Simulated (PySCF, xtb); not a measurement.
F₂Zn, SMILES [F][Zn-][F] (connectivity only; charge and spin as stated), charge -1, multiplicity 2.

Harmonic wavenumbers (cm⁻¹) from GFN2-xTB in xtb at its own minimum, in rising order: 122, 246, 282.

Problem. What does PySCF 2.14.0 with B3LYP-D3(BJ)/def2-SVPD give at its own minimum? (The exact figures need the calculation; the answer reports its results.)

Solution. 147, 457, 483. Paired by order, the mean absolute difference is 146 cm⁻¹ and the zero-point energies are 0.9 and 1.6 kcal/mol.
